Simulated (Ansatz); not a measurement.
```
atom    x (Å)    y (Å)    z (Å)
   P  -0.0183  -0.0445  -0.4874
   N  -0.0451   0.0187   1.0041
```

Basis set: aug-cc-pVDZ (spherical functions). Left uncorrelated: 6 orbitals. Charge 0, multiplicity 1.

Computed with Ansatz (development build ahead of 0.2.0); each method stands on the lowest determinant of its kind that the runs found. Restricted open shells among the atoms or ions are ROHF, correlated in semicanonical orbitals with singles.

(1) Give the atomization energy at this shape (free ground-state atoms in the same class of orbitals less the molecule, no zero-point energy) of singlet PN by RHF-MP2, RHF.

## Answers

(1)

```
 method  atomization energy
RHF-MP2             5.71 eV
    RHF             1.38 eV
```

Caution: in another basis set an unrestricted determinant lies well below.
